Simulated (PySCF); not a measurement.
A run for PySCF: R-BP86/LANL2DZ on H2SeZn (SMILES [ZnH][SeH]), a point of a bond scan (R = 1.843 Å).

```python
from pyscf import gto, scf, dft, mp
from pyscf.data.elements import chemcore

mol = gto.M(
    atom='''
    Zn   -0.70919421   -0.50984122   -0.82879930
    H    -1.79459355   -1.29554973   -2.09362696
    Se    0.65395606    0.50525059    0.74073403
    H     0.65501376   -0.71868499    1.56184434
    ''',
    basis='lanl2dz',
    ecp={'Se': 'lanl2dz', 'Zn': 'lanl2dz'},
    charge=0, spin=0, verbose=3, max_memory=1800)
mf = dft.RKS(mol, xc='b88,p86')
mf.conv_tol = 1e-8
mf.max_cycle = 100
mf.kernel()
if not mf.converged:
    mf = mf.newton().run(mf.mo_coeff, mf.mo_occ)
```

It printed:

```
converged SCF energy = -76.4246592353758
```

The calculation finished and met its thresholds.

Cost: very roughly 4 core-seconds.
